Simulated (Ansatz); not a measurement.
`F[SiH2][AlH2]` + CH₃OH → `CO[SiH2][AlH2]` + H–F at 700 K and 1 bar (ligand exchange at the Si–F bond).

Gas-phase electronic energies from Ansatz, PBE0-D4/def2-TZVP geometries. CCSD(T)/CBS adds triple-zeta CCSD(T) − MP2 to the extrapolated MP2 energy (def2 sets, frozen cores). This one scheme is used for every species. Each species was taken in one conformer, which may not be the lowest.

```json
{"species": "`F[SiH2][AlH2]`", "CCSD(T)/CBS energy (Eh)": "-633.31837", "H − E (kJ/mol)": "146.4", "S (J/(mol·K))": "404.2"}
{"species": "CH₃OH", "CCSD(T)/CBS energy (Eh)": "-115.61712", "H − E (kJ/mol)": "170.8", "S (J/(mol·K))": "288.5"}
{"species": "`CO[SiH2][AlH2]`", "CCSD(T)/CBS energy (Eh)": "-648.52635", "H − E (kJ/mol)": "273.0", "S (J/(mol·K))": "487.7"}
{"species": "H–F", "CCSD(T)/CBS energy (Eh)": "-100.39570", "H − E (kJ/mol)": "45.2", "S (J/(mol·K))": "198.5"}
```

H − E and S are ideal-gas, rigid-rotor, harmonic terms from PBE0-D4/def2-TZVP, for one conformer and one mirror image of each species. 1 Eh = 2625.50 kJ/mol, R = 8.31446 J/(mol·K).

**Question.** By hand: ΔE, ΔH, ΔS and ΔG.

**Answer.** ΔE = (-648.52635) + (-100.39570) − (-633.31837) − (-115.61712) = 0.01344 Eh = 35.3 kJ/mol. Δ(H − E) = 273.0 + 45.2 − 146.4 − 170.8 = 1.0, so ΔH = 36.3 kJ/mol. ΔS = 487.7 + 198.5 − 404.2 − 288.5 = -6.5 J/(mol·K). ΔG = 36.3 − 700 × (-6.5)/1000 = 40.8 kJ/mol.

**Question.** By hand: the equilibrium constant, and the temperature at which ΔG would vanish if ΔH and ΔS stayed fixed.

**Answer.** log₁₀ K = −ΔG/(RT ln 10) = -3.0. ΔH and −TΔS have one sign here, so there is no such temperature.

The number of gas molecules stays the same, so ΔS is small and ΔH decides. A doubt of 5 kJ/mol in ΔE shifts log₁₀ K by 0.4 here. Other conformers and mirror images would add mixing entropy, several J/(mol·K) or more a flexible species. These are equilibria of isolated gas molecules and say nothing of rates. Largest T1 diagnostic: 0.012 (customary marks: 0.02 for closed shells, 0.045 for open ones).

ΔS is within the doubt of such terms, so its sign, and with it that verdict, could turn.
